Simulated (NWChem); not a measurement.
## Basis-set convergence for H3ISi

```xyz
5

Si     1.8526     0.0383     0.0000
I     -0.6210    -0.0128     0.0000
H      2.3102     0.7528     1.2209
H      2.3102     0.7528    -1.2209
H      2.3539    -1.3614     0.0000
```
Charge 0, spin multiplicity 1.

Program: NWChem. Structure: optimised with B3LYP/def2-SVP with def2 effective core potentials on I, a minimum by its harmonic frequencies.

Quantity: LUMO energy at the level PBE0.

Effective core potentials replace the inner electrons of I; spin-orbit coupling is left out. The structure started from a generated list of species.

Costs are rough ratios of processor time within this set of runs, SCF included, with def2-SVP as 1.

```tsv
basis	functions	LUMO energy (eV)	relative cost
def2-SVP	59	-0.82	1
def2-SVPD	83	-1.07	under 3
def2-TZVP	105	-0.95	under 3
def2-TZVPD	129	-1.06	4
def2-TZVPP	134	-0.95	4
def2-QZVP	242	-1.03	70
```

Smallest basis within 0.1 eV of def2-QZVP, the largest set run: def2-SVPD, with 83 functions against 242 and about 2 % of the time (also within reach: def2-TZVP, def2-TZVPD, def2-TZVPP). def2-QZVP isn't the basis-set limit itself, and a small set can land close by cancellation.
